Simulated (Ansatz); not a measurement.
Relaxation of C2H8N2SSi (14 atoms, charge 0, multiplicity 1), to a largest force component of 0.02 eV/Å in at most 50 steps.

The calculation used RKS PBE-D4/6-31G* (Ansatz).

```xyz
14
Properties=species:S:1:pos:R:3:forces:R:3
C -1.608 -0.050 -1.034 -2.06 3.13 1.13
C -0.890 -0.404 0.196 6.08 -2.59 -1.42
S -0.878 0.759 1.516 -0.99 -0.07 2.60
N 0.274 -1.261 0.100 -13.42 -1.23 4.81
Si 1.356 -0.419 -0.614 5.74 2.17 -2.90
N 2.239 0.105 0.768 0.77 2.53 -0.03
H -2.685 0.144 -0.784 0.33 0.07 -0.13
H -1.254 0.947 -1.493 -0.17 -1.03 0.61
H -1.618 -0.775 -1.765 0.42 -2.07 -1.86
H -0.512 1.847 0.840 -0.23 0.57 -0.89
H 1.577 -1.731 -1.166 2.58 -0.42 -2.01
H 1.123 0.788 -1.410 -0.26 0.45 -0.61
H 2.439 -0.697 1.308 0.57 -1.49 0.99
H 1.567 0.634 1.369 0.64 -0.02 -0.30
```

Where does it end, and by what steps?

The run converged. After 21 steps the energy has fallen by 5.324 eV; H12 moved furthest, 1.77 Å. The start is strongly strained (largest force component 13 eV/Å).

| step | energy less start (eV) | largest force component (eV/Å) | accepted |
| --- | --- | --- | --- |
| 0 | 0.0000 | 13.419 | yes |
| 1 | -2.5503 | 6.809 | yes |
| 2 | -3.5240 | 2.456 | yes |
| 3 | -3.9949 | 1.301 | yes |
| 4 | -4.3269 | 0.610 | yes |
| 5 | -4.5548 | 0.925 | yes |
| 6 | -4.7663 | 1.100 | yes |
| 7 | -4.9448 | 0.749 | yes |
| 8 | -5.1050 | 0.393 | yes |
| 9 | -5.1887 | 0.295 | yes |
| 10 | -5.2632 | 0.209 | yes |
| 11 | -5.2703 | 0.498 | yes |
| 12 | -5.3070 | 0.236 | yes |
| 13 | -5.3161 | 0.092 | yes |
| 14 | -5.3169 | 0.222 | yes |
| 15 | -5.3209 | 0.076 | yes |
| 16 | -5.3229 | 0.024 | yes |
| 17 | -5.3237 | 0.072 | yes |
| 18 | -5.3236 | 0.086 | no |
| 19 | -5.3242 | 0.028 | yes |
| 20 | -5.3243 | 0.024 | yes |
| 21 | -5.3243 | 0.011 | yes |

```xyz
14
Properties=species:S:1:pos:R:3
C -2.156 0.143 -1.003
C -0.767 0.083 -0.410
S -0.615 0.904 1.240
N 0.204 -0.481 -0.997
Si 1.891 -0.697 -0.554
N 2.494 -0.067 0.956
H -2.888 -0.347 -0.337
H -2.478 1.190 -1.142
H -2.148 -0.369 -1.976
H -1.916 1.295 1.328
H 2.104 -2.177 -0.528
H 2.670 -0.038 -1.648
H 2.178 -0.497 1.827
H 2.559 0.946 1.075
```

Time of the run: 47 s on 2 threads of Intel(R) Xeon(R) 6975P-C (Granite Rapids) (shared host), peak memory 0.19 GiB.
